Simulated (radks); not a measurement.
Q: These are the eigenvalues of the occupied orbitals of an atom or ion with whole-number occupations (eV). Method: scalar-relativistic Kohn-Sham, SCAN, spin-unpolarised, spherical densities, finite nucleus; meta-GGA in the generalised Kohn-Sham scheme; Fermi nuclear charge, rms radius of each element as measured or else 0.836 A^(1/3) + 0.57 fm; computed with a radial shooting solver on a logarithmic mesh with Libxc functionals.

| orbital | eigenvalue |
|---|---|
| 1s | -43466.70 |
| 2s | -7051.360 |
| 2p | -6299.474 |
| 3s | -1538.747 |
| 3p | -1299.787 |
| 3d | -968.9113 |
| 4s | -309.5216 |
| 4p | -230.8294 |
| 4d | -118.8103 |
| 5s | -41.6643 |
| 5p | -22.7730 |
| 6s | -3.6053 |
| 4f | -1.4147 |

Which element is it, and in what charge state? The configuration may be excited.

A: Z = 60, neodymium, charge 0: Nd in [Xe] 4f4 6s2. The list shows which subshells hold electrons but not how many an open one holds; the 1s level, -1597.4 hartree, gives Z - s = 56.5 by -(Z - s)^2/2, which with screening and relativity narrows Z to a few neighbours, and the depths of the outer levels then fix element, charge and occupations together.
